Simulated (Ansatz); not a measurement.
Reaction (redistribution): `O[CH2][SnH]([F])[Cl]` + `[NH2][GeH3]` → `[NH2][SnH]([F])[Cl]` + `O[CH2][GeH3]`

Calculated with Ansatz (gas phase, PBE0-D4/def2-TZVP geometries, no zero-point term in ΔE). CCSD(T)/CBS adds triple-zeta CCSD(T) − MP2 to the extrapolated MP2 energy (def2 sets, frozen cores). Functionals use def2-TZVPP. B3LYP here is the variant with VWN-RPA as its local correlation; programs differ in this. Elements past krypton have def2 core potentials. For Ge, Sn outer-core shells are correlated without core-valence functions, which leaves a few kJ/mol of doubt a bond. Scalar relativity is left out up to krypton. One conformer a species, not always the lowest.

(1) Is it downhill or uphill in electronic energy at CCSD(T)/CBS, and by how much? (An estimate is asked.)

(2) What do these levels give: r2SCAN-D4, B3LYP-D4, ωB97M-V, PBE, r2SCAN, PBE0, B3LYP, HF/def2-QZVPP, MP2/def2-QZVPP, SCS-MP2/def2-QZVPP, HF/CBS(def2), MP2/CBS(def2)? (An estimate is asked.)

Largest T1 diagnostic among the species: 0.013.

## Answers

(1) Ansatz gave: Downhill: ΔE = -5.3 kJ/mol.

(2) The calculation gave: r2SCAN-D4 -4.1, B3LYP-D4 -1.7, ωB97M-V -3.3, PBE -3.1, r2SCAN -4.2, PBE0 -2.4, B3LYP -1.5, HF/def2-QZVPP -0.6, MP2/def2-QZVPP -4.7, SCS-MP2/def2-QZVPP -3.6, HF/CBS(def2) -0.6, MP2/CBS(def2) -5.1 kJ/mol.

In def2-TZVPP, CCSD(T) changes the Hartree–Fock value by −3.8 kJ/mol (the triples alone add −0.7 kJ/mol) and MP2 by −3.5 kJ/mol.
